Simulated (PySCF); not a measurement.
Compound: C3H5F3OSi.
Z-matrix (Å and degrees, GFN2-xTB geometry), rows numbered from 1:
```
C 
O   1  1.3980
Si  2  1.6078  1  130.91
C   3  1.8927  2  101.63  1   175.65
F   4  1.3527  3  114.35  2   157.78
C   4  1.3231  3  128.67  2   -24.13
F   6  1.3251  4  123.67  3     0.85
F   6  1.3302  4  126.66  3  -178.78
H   1  1.0899  2  107.71  3  -176.18
H   1  1.0915  2  110.78  3   -56.54
H   1  1.0919  2  110.66  3    64.16
H   3  1.4649  2  113.36  1    58.57
H   3  1.4622  2  113.50  1   -68.97
```

ESP-fitted charges (e) from the PBE0/pcSseg-1 density (PySCF), one withheld:

```csv
atom,bonded to,charge
C1,O2 H9 H10 H11,?
O2,C1 Si3,-0.3284
Si3,O2 C4 H12 H13,+0.6574
C4,Si3 F5 C6,-0.2468
F5,C4,-0.1129
C6,C4 F7 F8,+0.3986
F7,C6,-0.1529
F8,C6,-0.1298
H9,C1,+0.1314
H10,C1,+0.1160
H11,C1,+0.1138
H12,Si3,-0.1212
H13,Si3,-0.1141
```

Problem. What is the charge on C1?

Solution. The charges add up to the total charge, 0. The others sum to +0.2111, which leaves -0.2111 e for C1 (methoxy carbon); the computed value is -0.2110, the difference coming from rounding.

Problem. Add each hydrogen's charge to the atom that carries it.

Solution. C1 +0.1502, Si3 +0.4221. Atoms without hydrogen keep their charges.

Problem. Across which bond do the charges differ most?

Solution. Si3–O2: +0.6574 on Si3 against -0.3284 on O2, a difference of 0.9858 e. The lower charge is on the more electronegative element of the two (Pauling values: O 3.44, Si 1.90).

Problem. Take the bonds between elements whose Pauling electronegativities differ by more than 0.25. In how many does the more electronegative atom carry the lower charge?

Solution. In 10 of 11; it doesn't in C4–F5.

Problem. How much positive and how much negative charge does this set hold in all?

Solution. +1.4172 e on 5 atoms and -1.4171 e on 8.

The ESP scheme fits charges at the nuclei, held to the total charge, to the electrostatic potential on points at 1.4 to 2.0 times the van der Waals radii. One conformer (not necessarily the lowest) at the GFN2-xTB geometry, without solvent, vibrations or thermal averaging.

These values come from a run that also computed NMR shieldings. Time: 18 s wall (with the writing of density and orbital grids); peak memory 0.74 GiB. Hardware: one thread, Intel Xeon 6975P-C (x86_64), shared host.
